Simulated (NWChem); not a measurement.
# BeHOCl; SMILES [Be]([OH])[Cl]

```xyz
4

Be     0.0037     0.5854     0.0000
Cl     0.0073    -1.2321     0.0000
O      0.0605     1.9936     0.0000
H     -0.6233     2.6547     0.0000
```
Atoms are numbered in this order, from 1.

All runs: NWChem. Pople sets run with spherical d functions. Geometry: optimised at PBE0-D3(BJ)/def2-TZVP. Ions are spin-unrestricted doublets at the neutral geometry; other ion states weren't tried. Functional: LC-ωPBE (HJS hole) with 6-31G*; the question gives the range parameter ω in 1/bohr.

Estimate the computed values for range parameter (1/bohr) 0.40. Quantities: vertical ionisation energy, ΔSCF (eV); −ε(HOMO) (eV).


- vertical ionisation energy, ΔSCF (eV) = 12.09
- −ε(HOMO) (eV) = 11.87
